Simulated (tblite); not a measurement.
Compound: C5H8Br2OSi.
Atom-mapped SMILES: `[CH3:1][O:2][CH2:3][Si@H:4]([Br:5])[C:6]#[C:7][CH2:8][Br:9]` (hydrogens: H10, H11, H12 on C1; H13, H14 on C3; H15 on Si4; H16, H17 on C8)

Computed with GFN2-xTB (tblite), gas phase: L-BFGS steps from a force-field or distance-geometry start until the largest atomic force falls under 0.01 eV/Å.

Step 27: E = -781.2900 eV
```
atom  x, y, z in Å  |  force x, y, z in eV/Å
C1     -2.8747    1.9695   -0.9702   -0.027   0.006  -0.018
O2     -1.8501    1.1374   -1.4457    0.004   0.014  -0.010
C3     -0.9908    0.6635   -0.4328   -0.009   0.002   0.009
Si4     0.2700   -0.4549   -1.3033    0.064   0.006   0.067
Br5    -0.7184   -2.3055   -2.0246   -0.024  -0.016  -0.012
C6      1.4643   -0.9963    0.0007    0.037  -0.018   0.015
C7      2.2133   -1.3900    0.8603    0.017  -0.003  -0.016
C8      3.1064   -1.8019    1.9066   -0.020   0.011  -0.033
Br9     2.9201   -0.6328    3.4944   -0.011  -0.001  -0.015
H10    -3.4642    2.2579   -1.8374   -0.018   0.023  -0.012
H11    -3.5154    1.4420   -0.2530    0.019  -0.019   0.003
H12    -2.4681    2.8661   -0.4848    0.021  -0.019  -0.011
H13    -1.5594    0.1228    0.3380   -0.016   0.004   0.013
H14    -0.4856    1.4996    0.0715   -0.024   0.015   0.019
H15     0.9153    0.1635   -2.4491   -0.015  -0.007   0.003
H16     2.8827   -2.8144    2.2480    0.021   0.039  -0.023
H17     4.1475   -1.7145    1.5907   -0.021  -0.038   0.023
```

Step 28: E = -781.2907 eV
```
atom  x, y, z in Å  |  force x, y, z in eV/Å
C1     -2.8730    1.9686   -0.9718   -0.045   0.006  -0.029
O2     -1.8480    1.1370   -1.4450    0.025   0.005   0.003
C3     -0.9914    0.6642   -0.4288   -0.008  -0.006   0.009
Si4     0.2696   -0.4531   -1.3017    0.071  -0.007   0.062
Br5    -0.7215   -2.3034   -2.0238   -0.018  -0.004  -0.005
C6      1.4698   -0.9994   -0.0041    0.040  -0.013   0.036
C7      2.2171   -1.3904    0.8586   -0.006   0.009  -0.040
C8      3.1075   -1.8015    1.9078   -0.026  -0.005  -0.053
Br9     2.9189   -0.6319    3.4932   -0.012   0.003  -0.010
H10    -3.4617    2.2550   -1.8397   -0.026   0.033  -0.028
H11    -3.5151    1.4415   -0.2561    0.016  -0.025   0.018
H12    -2.4682    2.8658   -0.4873    0.026  -0.007  -0.002
H13    -1.5630    0.1246    0.3409   -0.005   0.000   0.001
H14    -0.4889    1.5010    0.0774   -0.019   0.011   0.009
H15     0.9091    0.1664   -2.4514   -0.021  -0.012   0.021
H16     2.8829   -2.8143    2.2473    0.011   0.034  -0.011
H17     4.1490   -1.7181    1.5939   -0.003  -0.023   0.019
```

**Question.** Estimate the geometry and energy of step 29. (The exact step hangs on the optimiser's Hessian estimate; all steps are aligned on step 28, rigid shifts and turns removed.)

**Answer.** E = -781.2913 eV, largest force 0.060 eV/Å
```
atom  x, y, z in Å  |  force x, y, z in eV/Å
C1     -2.8719    1.9678   -0.9739   -0.044   0.003  -0.032
O2     -1.8455    1.1367   -1.4442    0.035  -0.002   0.010
C3     -0.9919    0.6649   -0.4244   -0.004  -0.010   0.007
Si4     0.2704   -0.4513   -1.2990    0.045  -0.016   0.037
Br5    -0.7250   -2.3013   -2.0231   -0.006   0.016   0.006
C6      1.4756   -1.0025   -0.0088    0.029   0.001   0.040
C7      2.2212   -1.3908    0.8566   -0.015   0.013  -0.047
C8      3.1082   -1.8013    1.9080   -0.015  -0.016  -0.047
Br9     2.9173   -0.6307    3.4919   -0.012   0.004  -0.008
H10    -3.4595    2.2526   -1.8427   -0.029   0.037  -0.035
H11    -3.5145    1.4405   -0.2590    0.011  -0.025   0.025
H12    -2.4679    2.8652   -0.4899    0.024   0.001   0.003
H13    -1.5668    0.1265    0.3441    0.004  -0.006  -0.010
H14    -0.4926    1.5026    0.0836   -0.013   0.005   0.000
H15     0.9023    0.1690   -2.4533   -0.023  -0.015   0.036
H16     2.8831   -2.8137    2.2463   -0.006   0.015   0.004
H17     4.1503   -1.7222    1.5974    0.018  -0.006   0.009
```

The energy changes by -0.0006 eV. The first-order estimate −F·Δx gives -0.0009 eV and the mean of the old and new forces, exact on a quadratic surface, -0.0006 eV. The step makes an angle of 74° with the force vector and moves no atom by more than 0.008 Å.

The cost below is that of the whole relaxation. Hardware: one thread of an Arm Neoverse V2, shared host with 192 logical CPUs at a one-minute load of 46. Cost: 0.76 s.
